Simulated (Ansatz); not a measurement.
CF3Te, SMILES `FC(F)(F)[Te]` radical at its PBE0-D4/def2-TZVP geometry, where that method's forces vanish. Charge 0, multiplicity 2. Te takes the def2 core potential.

```
atom   x (Å)   y (Å)   z (Å)
  F1   0.086   1.134   0.814
  C2   0.062  -0.010   0.133
  F3  -0.492  -0.929   0.922
  F4   1.325  -0.376  -0.103
 Te5  -0.982   0.182  -1.767
```

(1) For each bond, give half the difference of the two atoms' forces along it (eV/Å; positive pushes the atoms apart) under PBE-D4, r2SCAN-D4, B3LYP-D4, ωB97M-V in def2-TZVPP. (Estimate.)

Results:

(1) Ansatz gave: 
| bond | length (Å) | PBE-D4 | r2SCAN-D4 | B3LYP-D4 | ωB97M-V |
| --- | --- | --- | --- | --- | --- |
| F1–C2 | 1.332 | 0.55 | 0.23 | 0.28 | 0.22 |
| C2–F3 | 1.332 | 0.55 | 0.23 | 0.28 | 0.22 |
| C2–F4 | 1.335 | 0.56 | 0.24 | 0.29 | 0.24 |
| C2–Te5 | 2.176 | -0.03 | -0.03 | 0.03 | -0.33 |

B3LYP here is the variant with VWN-RPA as its local correlation; programs differ in this.
